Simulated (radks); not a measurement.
Question: All-electron atom: Re V in [Kr] 4d10 4f14 5s2 5p5 5d3 5f1 (not the ground configuration). Calculated with a radial shooting solver on a logarithmic mesh with Libxc functionals: scalar-relativistic Kohn-Sham, LDA (Slater exchange, Perdew-Wang correlation), spin-polarised, spherical densities, finite nucleus; open shells are filled with parallel spins first (spin-orbit coupling, left out, can overturn this in heavy ions); Fermi nuclear charge, rms radius 5.3698 fm. Some entries of the table are withheld. Estimate them.

orbital,occ.,eigenvalue (eV),<1/r> (bohr^-1)
1s up,1,-71632.17,88.65
1s down,1,-71632.05,88.65
2s up,1,-12467.08,20.74
2s down,1,-12466.80,20.74
2p up,3,-10894.53,18.75
2p down,3,-10894.26,18.75
3s up,1,-2927.426,7.683
3s down,1,-2927.235,7.683
3p up,3,-2463.509,7.082
3p down,3,-2463.304,7.082
3d up,5,-1935.718,6.689
3d down,5,-1935.468,6.689
4s up,1,-653.1119,3.274
4s down,1,-652.7391,3.274
4p up,3,-500.8185,2.971
4p down,3,-500.4296,2.972
4d up,5,-309.4475,2.648
4d down,5,-308.9750,2.650
5s up,1,-138.9069,1.313
5s down,1,-136.2234,1.322
5p up,3,-99.5329,1.126
4f up,7,-96.7420,2.169
5p down,2,-96.4014,1.134
4f down,7,-95.9613,2.179
5d up,3,-53.2089,0.8390
5d down,0,-49.7391,0.8390
6s up,0,-44.2751,0.5643
6s down,0,-41.5182,0.5528
6p up,0,-34.2397,0.4793
6p down,0,-31.9460,0.4649
6d up,0,(1),0.3647
5f up,1,-20.9349,(2)
6d down,0,(3),0.3481
5f down,0,-18.7670,(4)
6f up,0,-11.8662,0.2434
6f down,0,-11.1346,0.2303

Answer: 
(1) 6d up eigenvalue (eV): -22.2165
(2) 5f up <1/r> (bohr^-1): 0.4213
(3) 6d down eigenvalue (eV): -20.7098
(4) 5f down <1/r> (bohr^-1): 0.3869
